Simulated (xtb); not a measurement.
CaCl (SMILES [Cl][Ca]), doublet, from a rough starting geometry (GFN-xTB shapes and energies of metal compounds can be far from the true ones) (the spin is typed, not shown lowest); GFN2-xTB run with xtb.

Here is a job for xtb.
```
$ xtb mol.xyz --gfn 2 --uhf 1 --opt vtight --json

# file mol.xyz
2

Ca    -0.64061239    -0.68862126    -0.62974680
Cl     0.70668293     0.70674109     0.64022451
```

Task: What does xtb print? Leave out banner, timings and long lists.

Result: 
```
   ID    Z sym.   atoms
    1   20 Ca     1
    2   17 Cl     2

           -------------------------------------------------
          |                Calculation Setup                |
           -------------------------------------------------

           -------------------------------------------------
          |                 G F N 2 - x T B                 |
           -------------------------------------------------

          ...................................................
          :                      SETUP                      :
          :.................................................:
          :  # basis functions                  20          :
          :  # atomic orbitals                  18          :
          :  # shells                            6          :
          :  # electrons                         9          :
          :  max. iterations                   250          :
          :  Hamiltonian                  GFN2-xTB          :
          :  restarted?                      false          :
          :  GBSA solvation                  false          :
          :  PC potential                    false          :
          :  electronic temp.          300.0000000     K    :
          :  accuracy                    1.0000000          :
          :  -> integral cutoff          0.2500000E+02      :
          :  -> integral neglect         0.1000000E-07      :
          :  -> SCF convergence          0.1000000E-05 Eh   :
          :  -> wf. convergence          0.1000000E-03 e    :
          :  Broyden damping             0.4000000          :
          :  net charge                          0          :
          :  unpaired electrons                  1          :
          ...................................................

 iter      E             dE          RMSdq      gap      omega  full diag
   1     -4.9514937 -0.495149E+01  0.149E+01    1.99       0.0  T
   2     -5.0261452 -0.746515E-01  0.568E+00    3.73       1.0  T
   3     -5.0414964 -0.153513E-01  0.506E+00    3.83       1.0  T
   4     -5.0320678  0.942860E-02  0.226E+00    4.23       1.0  T
   5     -5.0403232 -0.825538E-02  0.109E+00    4.15       1.0  T
   6     -5.0420871 -0.176387E-02  0.236E-01    4.19       1.0  T
   7     -5.0421310 -0.439111E-04  0.114E-01    4.12       1.0  T
   8     -5.0421082  0.228060E-04  0.179E-01    4.15       1.0  T
   9     -5.0421350 -0.267655E-04  0.846E-02    4.17       1.0  T
[...]
         :: total energy              -5.037837929238 Eh    ::
 * total energy  :    -5.0378379 Eh     change       -0.9990231E-11 Eh
 * total energy  :    -5.0380534 Eh     change       -0.2154879E-03 Eh
 * total energy  :    -5.0380584 Eh     change       -0.4988066E-05 Eh
 * total energy  :    -5.0380591 Eh     change       -0.6482642E-06 Eh
 * total energy  :    -5.0380591 Eh     change       -0.2327667E-09 Eh
   *** GEOMETRY OPTIMIZATION CONVERGED AFTER 5 ITERATIONS ***
         :: total energy              -5.038059053673 Eh    ::
[...]
        11                          0.0194905               0.5304
        12                          0.0194905               0.5304
        13                          0.0923116               2.5119
        14                          0.0937834               2.5520
        15                          0.0937834               2.5520
        16                          0.0940243               2.5585
       ...                                ...                  ...
        18                          0.4005517              10.8996
      -------------------------------------------------------------
                  HL-Gap            0.1512381 Eh            4.1154 eV
             Fermi-level           -0.2825142 Eh           -7.6876 eV

     #   Z          covCN         q      C6AA      α(0)
     1  20 Ca       0.696     0.503  1306.524   145.181
     2  17 Cl       0.696    -0.503   115.434    16.432

 Mol. C6AA /au·bohr⁶  :       1966.226276
 Mol. C8AA /au·bohr⁸  :     244170.751641
 Mol. α(0) /au        :        161.613707

Wiberg/Mayer (AO) data.
largest (>0.10) Wiberg bond orders for each atom

 ---------------------------------------------------------------------------
     #   Z sym  total        # sym  WBO       # sym  WBO       # sym  WBO
 ---------------------------------------------------------------------------
     1  20 Ca   0.894 --     2 Cl   0.894
     2  17 Cl   0.894 --     1 Ca   0.894
 ---------------------------------------------------------------------------

Topologies differ in total number of bonds
Writing topology from bond orders to xtbtopo.mol

molecular dipole:
                 x           y           z       tot (Debye)
 q only:       -1.307      -1.354      -1.232
   full:       -1.077      -1.115      -1.015       4.709
molecular quadrupole (traceless):
                xx          xy          yy          xz          yz          zz
 q only:       -0.128      -0.160       0.047      -0.135      -0.052       0.080
  q+dip:       -0.106      -0.192       0.034      -0.166      -0.099       0.072
   full:       -0.118      -1.110      -0.042      -1.001      -0.964       0.159

optimized geometry written to: xtbopt.xyz

           -------------------------------------------------
          | TOTAL ENERGY               -5.038059053673 Eh   |
          | GRADIENT NORM               0.000000078903 Eh/α |
          | HOMO-LUMO GAP               4.115398653814 eV   |
           -------------------------------------------------
```
